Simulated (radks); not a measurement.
Valence configurations of Pt II (all share [Xe]). Method: scalar-relativistic Kohn-Sham, BLYP, spin-polarised, spherical densities, finite nucleus; open shells are filled with parallel spins first (spin-orbit coupling, left out, can overturn this in heavy ions); Fermi nuclear charge, rms radius 5.427 fm; computed with a radial shooting solver on a logarithmic mesh with Libxc functionals. Energies are relative to 4f14 5d9; eigenvalues in eV for spin up.

| valence | E (eV) | moment (Bohr magnetons) | e(4f) | e(5d) | e(6p) | e(6s) |
|---|---|---|---|---|---|---|
| 4f14 5d9 | 0.000 | 1 | -78.249 | -14.501 | - | - |
| 4f14 5d8 6p1 | 7.830 | 3 | -83.044 | -18.483 | -8.508 | - |
| 4f13.5 5d9 6p0.5 | 37.336 | 2 | -86.414 | -16.983 | -7.725 | - |
| 4f13 5d9 6s0.5 6p0.5 | 74.584 | 3 | -93.986 | -18.810 | -8.122 | -15.103 |
| 4f13 5d8 6p2 | 89.209 | 5 | -99.986 | -23.740 | -10.036 | - |
| 4f13 5d8 6s1 6p1 | 81.422 | 5 | -98.357 | -22.301 | -9.279 | -16.967 |
| 4f12 5d9 6p2 | 170.39 | 5 | -112.37 | -25.012 | -10.110 | - |
| 4f14 5d8 6s1 | 0.911 | 3 | -81.356 | -16.978 | - | -14.476 |
| 4f11 5d9 6p3 | 277.74 | 7 | -130.71 | -30.738 | -11.607 | - |
| 4f12 5d8 6p3 | 185.19 | 7 | -117.79 | -29.313 | -11.510 | - |

NIST lists [Xe] 4f14 5d9 as the ground configuration; this level of theory agrees among the configurations tried. The energies are those of spherical high-spin densities, not of single terms.
